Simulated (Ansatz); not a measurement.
Stepwise reaction of `[OH][Ge]([OH])([OH])[OH]` with hydrogen chloride, as a gas-phase model of exchange steps in deposition or etching. ΔE in kJ/mol.

Computed with Ansatz on PBE0-D4/def2-TZVP structures; ΔE is electronic, products minus reactants. CCSD(T)/CBS adds triple-zeta CCSD(T) − MP2 to the extrapolated MP2 energy (def2 sets, frozen cores). This one scheme is used for every species. Functionals use def2-TZVPP. B3LYP here is the variant with VWN-RPA as its local correlation; programs differ in this. For Ge outer-core shells are correlated without core-valence functions, which leaves a few kJ/mol of doubt a bond. Scalar relativity is left out up to krypton. One conformer a species, not always the lowest.

| step | reaction | PBE-D4 | B3LYP-D4 | ωB97M-V | CCSD(T)/CBS |
| --- | --- | --- | --- | --- | --- |
| 1 | `[OH][Ge]([OH])([OH])[OH]` + HCl → `[OH][Ge]([OH])([OH])[Cl]` + H₂O | -34.2 | -30.5 | -28.9 | -27.7 |
| 2 | `[OH][Ge]([OH])([OH])[Cl]` + HCl → `[OH][Ge]([OH])([Cl])[Cl]` + H₂O | -33.3 | -30.1 | -29.3 | -29.3 |
| 4 | `[OH][Ge]([Cl])([Cl])[Cl]` + HCl → `[Cl][Ge]([Cl])([Cl])[Cl]` + H₂O | -32.0 | -29.8 | -28.5 | -29.0 |

Task: Give the row of step 3, `[OH][Ge]([OH])([Cl])[Cl]` + HCl → `[OH][Ge]([Cl])([Cl])[Cl]` + H₂O. (Best estimate.)

Result: Computed: 
```tsv
step	reaction	PBE-D4	B3LYP-D4	ωB97M-V	CCSD(T)/CBS
3	`[OH][Ge]([OH])([Cl])[Cl]` + HCl → `[OH][Ge]([Cl])([Cl])[Cl]` + H₂O	-31.9	-29.3	-28.1	-28.3
```

Task: By hand: ΔE of the 4 steps together at CCSD(T)/CBS.

Result: (-27.7) + (-29.3) + (-28.3) + (-29.0) = -114.3 kJ/mol, or -28.6 kJ/mol a step.

In ΔE the steps differ by no more than 1.6 kJ/mol. All are downhill at CCSD(T)/CBS. PBE-D4 differs from CCSD(T)/CBS by -6.5 to -3.0 kJ/mol a step. Isolated molecules leave out the surface, adducts and barriers. Largest T1 diagnostic: 0.012.
